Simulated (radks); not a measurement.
The numbers below are computed, except where a source is named.
Nb XX, configuration [Ar] 3d4. Level of theory: Dirac Kohn-Sham, PBE, spin-unpolarised, spherical densities, finite nucleus; open shells are shared between the two j in proportion to 2j + 1; Fermi nuclear charge, rms radius 4.324 fm (a radial shooting solver on a logarithmic mesh with Libxc functionals).

Radial electron density D(r) = 4 pi r^2 rho(r):

| r (bohr) | D(r) (e/bohr) |
|---|---|
| 0.003731 | 7.563 |
| 0.004173 | 9.031 |
| 0.004668 | 10.74 |
| 0.005221 | 12.71 |
| 0.005839 | 14.96 |
| 0.006531 | 17.50 |
| 0.007247 | 20.13 |
| 0.008106 | 23.24 |
| 0.009067 | 26.61 |
| 0.01014 | 30.19 |
| 0.01134 | 33.90 |
| 0.01269 | 37.65 |
| 0.01419 | 41.30 |
| 0.01587 | 44.68 |
| 0.01775 | 47.62 |
| 0.01986 | 49.95 |
| 0.02221 | 51.51 |
| 0.02465 | 52.16 |
| 0.02757 | 51.97 |
| 0.03083 | 50.95 |
| 0.03449 | 49.28 |
| 0.03858 | 47.31 |
| 0.04315 | 45.50 |
| 0.04826 | 44.35 |
| 0.05398 | 44.33 |
| 0.06038 | 45.74 |
| 0.06753 | 48.61 |
| 0.07494 | 52.27 |
| 0.08382 | 56.63 |
| 0.09375 | 60.44 |
| 0.1049 | 62.59 |
| 0.1173 | 62.20 |
| 0.1312 | 58.90 |
| 0.1467 | 53.03 |
| 0.1641 | 45.71 |
| 0.1836 | 38.55 |
| 0.2053 | 33.18 |
| 0.2297 | 30.64 |
| 0.2548 | 30.88 |
| 0.285 | 32.96 |
| 0.3188 | 35.19 |
| 0.3566 | 35.77 |
| 0.3989 | 33.58 |
| 0.4461 | 28.62 |
| 0.499 | 21.91 |
| 0.5582 | 14.94 |
| 0.6243 | 8.981 |
| 0.6983 | 4.720 |
| 0.7748 | 2.280 |
| 0.8667 | 0.8926 |
| 0.9694 | 0.2931 |
| 1.084 | 0.07920 |
| 1.213 | 0.01728 |
| 1.356 | 0.002978 |

D(r) has 3 maxima, at r = 0.0254, 0.109, 0.345 bohr, and minima at 0.0510, 0.239 bohr, inside which lie 2.05, 10.93 electrons.
